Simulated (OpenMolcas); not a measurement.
Ge⁺: input and output

Input:

```
&GATEWAY
Coord
1

Ge 0.0 0.0 0.0
Basis=ANO-R3
Group=XYZ
NoMove
AngMom=0.0 0.0 0.0
AMFI
&SEWARD
&RASSCF
FileOrb=start.orb
Symmetry=2
Spin=4
nActEl=3 0 0
Inactive=8 6
Ras2=1 3
CIRoot=1 1 1
SDav=1
CIMx=300
Iter=120 100
PrWF=0.3
OrbListing=Nothing
MaxOrb=0
Atom
>>> COPY $Project.JobIph JOBPRE
&RASSCF
FileOrb=start.orb
Symmetry=2
Spin=4
nActEl=3 0 2
Inactive=8 6
Ras2=1 3
Ras3=5 0
CIRoot=1 1 1
SDav=46
CIMx=300
Iter=120 100
PrWF=0.3
OrbListing=Nothing
MaxOrb=0
Thrs=2.0e-7 1.0e-1 5.0e-4
Atom
>>> COPY $Project.JobIph JOB001
&RASSCF
FileOrb=start.orb
Symmetry=2
Spin=2
nActEl=3 0 2
Inactive=8 6
Ras2=1 3
Ras3=5 0
CIRoot=3 3 1
SDav=116
CIMx=300
Iter=120 100
PrWF=0.3
OrbListing=Nothing
MaxOrb=0
Thrs=2.0e-7 1.0e-1 5.0e-4
Atom
>>> COPY $Project.JobIph JOB002
&RASSCF
FileOrb=start.orb
Symmetry=1
Spin=4
nActEl=3 0 2
Inactive=8 6
Ras2=1 3
Ras3=5 0
CIRoot=3 3 1
SDav=28
CIMx=300
Iter=120 100
PrWF=0.3
OrbListing=Nothing
MaxOrb=0
Thrs=2.0e-7 1.0e-1 5.0e-4
Atom
>>> COPY $Project.JobIph JOB003
&RASSCF
FileOrb=start.orb
Symmetry=1
Spin=2
nActEl=3 0 2
Inactive=8 6
Ras2=1 3
Ras3=5 0
CIRoot=9 9 1
SDav=84
CIMx=300
Iter=120 100
PrWF=0.3
OrbListing=Nothing
MaxOrb=0
Thrs=2.0e-7 1.0e-1 5.0e-4
Atom
>>> COPY $Project.JobIph JOB004
&RASSI
NrOfJobIphs=3 3 3 9
1 2 3
1 2 3
1 2 3 4 5 6 7 8 9
IphNames
JOB002
JOB003
JOB004
EJob
SpinOrbit
DIPRint=1.0
SOCoupling=1000.0
Subsets=2
MEES
Property=10
'ANGMOM' 1 'ANGMOM' 2 'ANGMOM' 3 'MLTPL  1' 1 'MLTPL  1' 2 'MLTPL  1' 3
'AMFI' 1 'AMFI' 2 'AMFI' 3 'MLTPL  2' 6
SOProperty=3
'ANGMOM' 1 'ANGMOM' 2 'ANGMOM' 3
```

Launched by
```bash
OMP_NUM_THREADS=1 MOLCAS_MEM=2252 MOLCAS_PROJECT=a pymolcas a.inp > a.log  # once for each step of the input, in one work folder
```

A driver script runs the steps one by one and writes start.orb anew before each from the orbitals found so far.

Output, cut to the results:

```
--- SEWARD ---
Basis set label: GE.ANO-R...7S6P5D4F2G.

      Electronic valence basis set:
      ------------------
      Associated Effective Charge  32.000000 au
      Associated Actual Charge     32.000000 au
      Nuclear Model: Finite nucleus - Gaussian distribution
        Gaussian exponent, Xi/bohr**(-2):  2.52356E+08

      Shell  nPrim  nBasis  Cartesian Spherical Contaminant
         s      20       7        X
         p      15       6        X
         d       9       5                 X
         f       6       4                 X
         g       4       2                 X
                  Relativistic X2C integrals
                  Atomic mean-field integrals
--- RASSCF ---
Wave function specifications:
      -----------------------------

      Number of closed shell electrons          28
      Number of electrons in active shells       3
      Max number of holes in RAS1 space          0
      Max nr of electrons in RAS3 space          2
      Number of inactive orbitals               14
      Number of active orbitals                  9
      Number of secondary orbitals              73
      Spin quantum number                      1.5
      State symmetry                             2
Orbital specifications:
      -----------------------

      Symmetry species                           1   2
                                                ag  au
      Frozen orbitals                            0   0
      Inactive orbitals                          8   6
      Active orbitals                            6   3
      RAS1 orbitals                              0   0
      RAS2 orbitals                              1   3
      RAS3 orbitals                              5   0
      Secondary orbitals                        36  37
      Deleted orbitals                           0   0
      Number of basis functions                 50  46
      Number of CSFs                            46
      Number of root(s) required                 1
      Iter CI   SX   CI       RASSCF       Energy    max ROT     max BLB   max BLB  Level Ln srch  Step   QN
          iter iter root      energy       change     param      element    value   shift minimum  type update
 Nr of preliminary CI iterations:   1
 ###############################################################################
 ###############################################################################
 ###                                                                         ###
 ###                                                                         ###
 ###    WARNING: Problems in orbital optimization.                           ###
 ###                                                                         ###
 ###                                                                         ###
 ###############################################################################
 ###############################################################################
  Warning: In symmetry  1, orbital p=   9 has diagonal density matrix element D(p,p) close to zero. D(p,p)=  1.090613E-24
      Total energies have been shifted. Add                -2000.00 au
        ...
 ###############################################################################
 ###############################################################################
  Warning: In symmetry  1, orbital p=   9 has diagonal density matrix element D(p,p) close to zero. D(p,p)=  2.611422E-25
        4   1    3    1   -96.26549261   -2.73E-12   2.23E-07    4  20 1 -1.30E-06   0.50   0.00    SX    NO
      Convergence after  4 iterations
        5   1    3    1   -96.26549261    1.82E-12   2.23E-07    4  20 1  7.86E-07   0.50   0.00    SX    NO
      Natural orbitals and occupation numbers for root  1
      sym 1:   0.000000   0.006385   0.006385   0.006385   0.006385   0.006385
      sym 2:   0.989358   0.989358   0.989358
::    RASSCF root number  1 Total energy:  -2096.26549261
--- RASSCF ---
Wave function specifications:
      -----------------------------

      Number of closed shell electrons          28
      Number of electrons in active shells       3
      Max number of holes in RAS1 space          0
      Max nr of electrons in RAS3 space          2
      Number of inactive orbitals               14
      Number of active orbitals                  9
      Number of secondary orbitals              73
      Spin quantum number                      0.5
...
--- RASSI ---
SPIN-FREE ENERGIES:
  (Shifted by EMIN (a.u.) =      -2096.8808827313)

 SF State       Relative EMIN(au)   Rel lowest level(eV)    D:o, cm**(-1)      L_eff

     1             0.0000000000        0.0000000000              0.0000         1.0
     2             0.0000000000        0.0000000000              0.0000         1.0
     3             0.0000000000        0.0000000000              0.0000         1.0
     4             0.2122133377        5.7746190991          46575.4441         1.0
     5             0.2122133377        5.7746190991          46575.4441         1.0
     6             0.2122133377        5.7746190991          46575.4441         1.0
     7             0.2933483172        7.9824143644          64382.5138         2.0
     8             0.2933483172        7.9824143644          64382.5138         2.0
     9             0.2933483172        7.9824143644          64382.5138         2.0
    10             0.2933483172        7.9824143644          64382.5138         2.0
    11             0.2933483172        7.9824143644          64382.5138         2.0
    12             0.3919456571       10.6653846639          86022.1286         0.0
    13             0.4276659700       11.6373838948          93861.8311         1.0
    14             0.4276659700       11.6373838948          93861.8311         1.0
    15             0.4276659700       11.6373838948          93861.8311         1.0
     Dipole printing threshold changed to   1.00000000E+00

++ Dipole transition strengths (spin-free states):
   -----------------------------------------------
     for osc. strength at least  1.00000000E+00

  ( Max oscillator strength is only   0.50309910630624977      )
--
Eigenvalues of complex Hamiltonian:
   -----------------------------------
  (Shifted by EMIN (a.u.) =      -2096.8808827313)

 SO State       Relative EMIN(au)   Rel lowest level(eV)    D:o, cm**(-1)     J-value

...
```

The J values that RASSI prints are effective ones from its own formula and need not be integers or half-integers; the table below assigns J from the states.

Levels above the lowest, from the spin-orbit matrix, grouped by J:

| Configuration | Term | J | E (cm-1) | Measured (cm-1) | Term weight % |
| --- | --- | --- | --- | --- | --- |
| 4s2 4p | 2P* | 1/2 | 0.0 | 0.0 | 100 |
| 4s2 4p | 2P* | 3/2 | 1648 | 1767 | 100 |
| 4s 4p2 | 4P | 1/2 | 46691 | 51576 | 100 |
| 4s 4p2 | 4P | 3/2 | 47289 | 52291 | 100 |
| 4s 4p2 | 4P | 5/2 | 48212 | 53367 | 100 |
| 4s 4p2 | 2D | 3/2 | 65434 | 65016 | 100 |
| 4s 4p2 | 2D | 5/2 | 65534 | 65185 | 100 |
| 4s 4p2 | 2S | 1/2 | 87067 | 85891 | 99 |
| 4s 4p2 | 2P | 1/2 | 94372 | 91016 | 99 |
| 4s 4p2 | 2P | 3/2 | 95317 | 92123 | 100 |

Against the 9 measured excited levels shown (NIST Handbook of Basic Atomic Spectroscopic Data) the mean absolute deviation is 2600 cm-1; the largest miss in energy is 4s 4p2 4P 5/2: computed 48212, measured 53367 cm-1 (-9.7 %).

Some high roots are left out of the spin-orbit mixing, which shifts the levels that they would mix with. Without dynamic correlation excited terms often stand tens of per cent too high (terms of higher spin than the ground term too low), and those without a measured partner can miss by more than the paired ones. Active for correlation alone: 4d; no level in the range computed is led by a configuration that fills it, so any true level of that kind is missing. Some terms mix strongly with configurations of 4d, whose occupation reaches 0.20 (4s 4p2 2D). Computed and measured levels are paired by configuration, term and J; levels that our copy of the source lacks, or whose pairing is in doubt (as where it misses far off the trend of its configuration), stay unpaired and out of the deviations. Levels of configurations outside the active space are missing. The first state left out of the spin-orbit step lies near 120000 cm-1 above the lowest spin-free state of the reference (among the parities and spins computed), and the list stops at four fifths of that energy or lower.

The RASSCF and RASSI steps took 41 s on 1 thread of AMD EPYC 7R43 64-Core Processor (Zen 3), on a shared host; the integral step is not counted.

The term weight is that of the spin-free term in the level, not the purity of its configuration. * marks odd parity.
